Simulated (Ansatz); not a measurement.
Stepwise reaction of `C[N](C)[In]([Cl])[N](C)C` with hydrogen chloride, as a gas-phase model of exchange steps in deposition or etching. ΔE in kJ/mol.

Isolated molecules relaxed with PBE0-D4/def2-TZVP in Ansatz; ΔE leaves out vibrations. CCSD(T)/CBS is the MP2 limit (def2-TZVPP, def2-QZVPP) plus CCSD(T) − MP2 in def2-TZVPP, frozen cores. This one scheme is used for every species. DFT in def2-TZVPP. B3LYP here is the variant with VWN-RPA as its local correlation; programs differ in this. Elements past krypton have def2 core potentials. For In outer-core shells are correlated without core-valence functions, which leaves a few kJ/mol of doubt a bond. Each species was taken in one conformer, which may not be the lowest.

```tsv
step	reaction	PBE-D4	B3LYP-D4	ωB97M-V	CCSD(T)/CBS
2	`C[N](C)[In]([Cl])[Cl]` + HCl → `[Cl][In]([Cl])[Cl]` + `CNC`	-92.5	-96.5	-98.3	-86.6
```

Give the row of step 1, `C[N](C)[In]([Cl])[N](C)C` + HCl → `C[N](C)[In]([Cl])[Cl]` + `CNC`. (An estimate is asked.)

Ansatz gave: 
```csv
step,reaction,PBE-D4,B3LYP-D4,ωB97M-V,CCSD(T)/CBS
1,`C[N](C)[In]([Cl])[N](C)C` + HCl → `C[N](C)[In]([Cl])[Cl]` + `CNC`,-111.2,-115.2,-117.8,-107.1
```

By hand: ΔE of the 2 steps together at CCSD(T)/CBS.

(-107.1) + (-86.6) = -193.7 kJ/mol, or -96.8 kJ/mol a step.

In ΔE each step is higher than the one before. All are downhill at CCSD(T)/CBS. PBE-D4 differs from CCSD(T)/CBS by -5.9 to -4.1 kJ/mol a step. Only this route is followed, and other bonds may react first. Isolated molecules leave out the surface, adducts and barriers. Largest T1 diagnostic: 0.014.
